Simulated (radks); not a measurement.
Problem. Cu-, 30 electrons, occupied as [Ar] 3d10 4s2. All-electron calculation, scalar-relativistic Kohn-Sham, LDA (Slater exchange, Perdew-Wang correlation), spin-unpolarised, spherical densities, point nucleus; hard spherical wall at 4 bohr. Program: a radial shooting solver on a logarithmic mesh with Libxc functionals. Some entries of the table are withheld. Estimate them.

| orbital | occ. | eigenvalue (eV) | <1/r> (bohr^-1) | <r^2> (bohr^2) |
|---|---|---|---|---|
| 1s | 2 | -8817.721 | 29.11 | 0.003667 |
| 2s | 2 | (1) | 6.315 | 0.06553 |
| 2p | 6 | -901.1363 | 6.205 | 0.05240 |
| 3s | 2 | -98.8026 | (2) | 0.5896 |
| 3p | 6 | -56.7037 | 1.842 | 0.6700 |
| 3d | 10 | 9.7004 | (3) | 1.446 |
| 4s | 2 | 10.5237 | (4) | 5.243 |
| 4p | 0 | 18.0018 | (5) | 5.909 |
| 4d | 0 | 31.8385 | 0.6297 | 6.389 |
| 5s | 0 | (6) | 0.6384 | 6.355 |

Solution. 
(1) 2s eigenvalue (eV): -1045.136
(2) 3s <1/r> (bohr^-1): 1.996
(3) 3d <1/r> (bohr^-1): 1.361
(4) 4s <1/r> (bohr^-1): 0.5657
(5) 4p <1/r> (bohr^-1): 0.5255
(6) 5s eigenvalue (eV): 46.6773
